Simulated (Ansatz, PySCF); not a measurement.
In(I)2(OH) (HI2InO), SMILES [I][In]([I])[OH]. Atoms are numbered in the order given.

```xyz
5

In     0.7244    -0.0088     0.0000
I     -0.5649     2.3193     0.0000
I     -0.5581    -2.3215     0.0000
O      2.7099    -0.0492     0.0000
H      3.0859     0.8402     0.0000
```

Geometry: PBE0-D3(BJ)/def2-SVP. The structure was generated by enumeration; whether it is a known compound was not checked. The def2 effective core potentials stand for the cores of I, In; spin–orbit coupling is left out. One conformer was computed; it need not be the lowest.

Two levels are set side by side: PBE-D3(BJ)/def2-SVP (Ansatz, a quantum-chemistry and plane-wave program) and PBE0-D3(BJ)/def2-SVP (Ansatz). Each level has its own optimised geometry; the coordinates shown are those of the second. Frequencies come from the Hessian of PySCF at each geometry. Differences are taken from unrounded values.

```csv
quantity,PBE0-D3(BJ)
mean bond length (Å),2.064
bond In1–I2 (Å),2.661
bond In1–I3 (Å),2.645
bond In1–O4 (Å),1.986
bond O4–H5 (Å),0.966
highest harmonic wavenumber (cm⁻¹),3878
mean harmonic wavenumber (cm⁻¹),696
zero-point energy (kcal/mol),8.95
```

What does PBE-D3(BJ) give, and how far is it from PBE0-D3(BJ)? (The exact figures need the calculation; the answer reports its results.)


| quantity | PBE-D3(BJ) | PBE-D3(BJ) minus PBE0-D3(BJ) |
|---|---|---|
| mean bond length (Å) | 2.090 | 0.025 |
| bond In1–I2 (Å) | 2.691 | 0.030 |
| bond In1–I3 (Å) | 2.673 | 0.028 |
| bond In1–O4 (Å) | 2.015 | 0.029 |
| bond O4–H5 (Å) | 0.979 | 0.013 |
| highest harmonic wavenumber (cm⁻¹) | 3687 | -191 |
| mean harmonic wavenumber (cm⁻¹) | 665 | -31 |
| zero-point energy (kcal/mol) | 8.56 | -0.39 |

Exact exchange shortens and stiffens bonds; PBE has none. Differences between two approximate levels are no errors against the true value.
